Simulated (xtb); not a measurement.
AlCl, triplet, from a rough starting geometry (GFN-xTB shapes and energies of metal compounds can be far from the true ones) (the spin is typed, not shown lowest).

Input for xtb:
```
$ xtb mol.xyz --gfn 2 --uhf 2 --opt vtight --json

# file mol.xyz
2

Al    -0.61101624    -0.54729317    -0.57127094
Cl     0.60437431     0.57316042     0.57414771
```

Question: Predict the dipole moment from GFN2-xTB (xtb 6.7.1).

Answer: 0.76 D

Question: What total energy at the end of the optimisation does GFN2-xTB give?

Answer: -5.5041 Eh
